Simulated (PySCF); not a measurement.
One molecule, one basis, several functionals.

C2H8GeO2.
Geometry (PBE0-D3(BJ)/def2-SVP, Å), atoms numbered from 1 in this order:
```xyz
13
C2H8GeO2 angstrom
C     -1.776    0.346    0.243
O     -0.479   -0.166    0.231
C      0.075   -0.300   -1.047
O      1.408   -0.591   -0.929
Ge     2.355    0.287    0.324
H     -1.833    1.341   -0.241
H     -2.088    0.447    1.291
H     -2.491   -0.325   -0.271
H     -0.096    0.647   -1.615
H     -0.418   -1.127   -1.601
H      3.803    0.080   -0.142
H      1.966    1.778    0.292
H      2.136   -0.326    1.715
```

PySCF, def2-SVPD basis, density fitting, gas phase, PBE0-D3(BJ)/def2-SVP geometry; singlet excitations by full TDDFT with frozen cores, triplets by Tamm–Dancoff TDDFT and ionisation energies by ΔSCF, from the lowest of the holes tried. One functional is left out:

```
functional  exact exchange (%)  HOMO energy (eV)  LUMO energy (eV)  lowest singlet excitation (eV)  lowest triplet excitation (eV)  dipole moment (D)  mean polarisability (au)  vertical ionisation energy (eV)
       LDA                   0             -6.08             -0.76                            5.39                            5.26              1.754                      71.4                             9.16
       PBE                   0             -6.01             -0.55                            5.52                            5.36              1.682                      70.0                             9.07
      PBE0                  25             -7.51              0.27                            6.55                            6.26              1.781                      66.3                             9.55
 BHandHLYP                  50             -9.02              0.83                            7.34                            6.97              1.893                      63.7                             9.96
```

Question: Predict the row of B3LYP (20 % exact exchange) by straight lines through the other rows, and check it.

Answer: 
```
                       property   line  computed  computed − line  PBE0 (25 %), for comparison
               HOMO energy (eV)  -7.23     -7.31            -0.08                        -7.51
               LUMO energy (eV)  -0.01     -0.02            -0.01                         0.27
 lowest singlet excitation (eV)   6.25      6.37            +0.12                         6.55
 lowest triplet excitation (eV)   6.00      6.12            +0.12                         6.26
              dipole moment (D)  1.782     1.794           +0.012                        1.781
       mean polarisability (au)   67.7      67.1             -0.6                         66.3
vertical ionisation energy (eV)   9.46      9.55            +0.09                         9.55
```

Question: Which of these properties follows the share of exact exchange most closely, and which least?

Answer: Most closely the HOMO energy, least the dipole moment; the correlations over the tabulated rows are HOMO energy -1.000, lowest triplet excitation 0.996, vertical ionisation energy 0.996, lowest singlet excitation 0.995, LUMO energy 0.986, mean polarisability -0.978, dipole moment 0.932. The HOMO energy moves by -0.594 eV for every 10 %. Functionals with the same share still differ in their other parts: at 0 % LDA and PBE differ by 0.07 eV in it.
